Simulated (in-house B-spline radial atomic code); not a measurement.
RPA and G0W0 on SCAN: In+

Configuration [Kr] 4d10 5s2, mean-field start SCAN. Computed with an all-electron radial atomic-structure program (B-spline basis): all electrons, non-relativistic, point nucleus, each spin shell either full or empty, empty states to l = 9 with an (l + 1/2)⁻⁴ tail; G0W0 by contour deformation at full frequency.

Without relativity these are model numbers: it shifts the levels of so heavy an element strongly and can reorder them.

Command:
```bash
python run_gw.py task.json out
```
Settings (radii: box in bohr, nucleus in fm):
```
Z                        49
electrons                48
configuration            [Kr] 4d10 5s2
hamiltonian              nr
method                   scan,scan
lmax                     9
spin_polarised           False
box_radius               23.78
intervals                55
ion_configuration        [Kr] 4d10 5s1
```

Cost of the run: 4.5 s on 1 thread of AMD EPYC 7R13 Processor, with other jobs on the host.

Energies (hartree):

```csv
term,value
mean-field total,-5742.81308
Hartree-Fock functional on these orbitals,-5739.95328
direct second order,-4.2447
second-order exchange,1.167
SOSEX correction,1.0679
```

(1) What is the RPA correlation energy, and what remains with SOSEX?

Quasi-particle levels (eV):

```
level  occupied  mean field  Σx - vxc     Σc  QP weight    G0W0
   5s       yes     -14.545     -1.92      ?          ?       ?
   5p        no      -8.226      4.02  -1.35      0.932  -5.557
```

G0W0 = mean field + (Σx - vxc) + Σc, with Σc (partial-wave tail included) taken at the quasi-particle energy. Only the outer levels were computed. Levels of low weight are left out.

(2) Where does G0W0 put 5s?

(3) What does it cost to remove one electron (to [Kr] 4d10 5s1) by differences of total energies, each species on its own start (correlation terms add to the Hartree-Fock functional)?

## Answers

(1) RPA gives -3.6609 hartree (-2.08 eV per electron); RPA + SOSEX gives -2.593, and the second-order doubles -3.0777 hartree (no singles). SOSEX takes back 29 % of the RPA value.

(2) At -18.340 eV, with Σc = -1.88 eV and a quasi-particle weight of 0.929. The tabulated removal energy is 18.870 eV (NIST, measured); the calculation leaves out relativity, Breit and QED terms, and what these don't explain is the method's own error.

(3) SCAN 17.915 eV, Hartree-Fock functional 16.149 eV, + RPA 18.379 eV, + RPA + SOSEX 17.861 eV, + second order 19.390 eV. Tabulated: 18.870 eV (NIST, measured); the calculation leaves out relativity, Breit and QED terms, and what these don't explain is the method's own error.
